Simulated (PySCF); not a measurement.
Be(Br)(Me) (CH3BeBr), SMILES [CH3][Be][Br]. Atoms are numbered in the order given.

```xyz
6

Be     0.0000     0.0000     1.0945
Br     0.0000     0.0000    -0.8726
C      0.0000     0.0000     2.7724
H     -0.8817    -0.5090     3.1757
H      0.0000     1.0181     3.1757
H      0.8817    -0.5090     3.1757
```
Charge 0, spin multiplicity 1.

Geometry: ωB97X-D3(BJ)/def2-TZVP.

All values below come from TDA-LC-ωPBE/def2-SVPD in PySCF.

Vertical excitations; the highest root listed may be one member of a degenerate set. The molecule is in vacuum. State labels are in the subgroup Cs.

```tsv
state	symmetry	energy (eV)	λ (nm)	f	main pairs
S1	A"	7.61	163	0.000	HOMO−1→LUMO 28 %, HOMO→LUMO+1 28 %, HOMO−1→LUMO+4 20 %, HOMO→LUMO+5 20 %
S2	A'	7.66	162	0.000	HOMO→LUMO, HOMO−1→LUMO+1, HOMO→LUMO+4, HOMO−1→LUMO+5 (degenerate set)
S3	A"	7.66	162	0.000	HOMO→LUMO+1, HOMO−1→LUMO, HOMO→LUMO+5, HOMO−1→LUMO+4 (degenerate set)
S4	A"	7.74	160	0.013	HOMO−2→LUMO+1, HOMO−2→LUMO+5 (degenerate set)
S5	A'	7.74	160	0.013	HOMO−2→LUMO, HOMO−2→LUMO+4 (degenerate set)
S6	A"	8.16	152	0.138	HOMO−1→LUMO+2, HOMO−1→LUMO+3 (degenerate set)
S7	A'	8.16	152	0.138	HOMO→LUMO+2, HOMO→LUMO+3 (degenerate set)
S8	A'	8.41	147	0.042	HOMO−2→LUMO+2 78 %
S9	A'	8.76	141	0.536	HOMO−1→LUMO+1 22 %, HOMO→LUMO 22 %, HOMO−1→LUMO+5 15 %, HOMO→LUMO+4 15 %
S10	A'	9.66	128	0.004	HOMO→LUMO+3 56 %, HOMO→LUMO+6 17 %, HOMO→LUMO+2 16 %
T1	A"	6.93	179	0	HOMO−2→LUMO+1, HOMO−2→LUMO+5 (degenerate set)
T2	A'	6.93	179	0	HOMO−2→LUMO, HOMO−2→LUMO+4 (degenerate set)
T3	A'	7.04	176	0	HOMO→LUMO 27 %, HOMO−1→LUMO+1 27 %, HOMO→LUMO+4 19 %, HOMO−1→LUMO+5 19 %
T4	A"	7.32	169	0	HOMO−1→LUMO 28 %, HOMO→LUMO+1 28 %, HOMO−1→LUMO+4 20 %, HOMO→LUMO+5 20 %
```
Triplets are in the Tamm–Dancoff approximation.
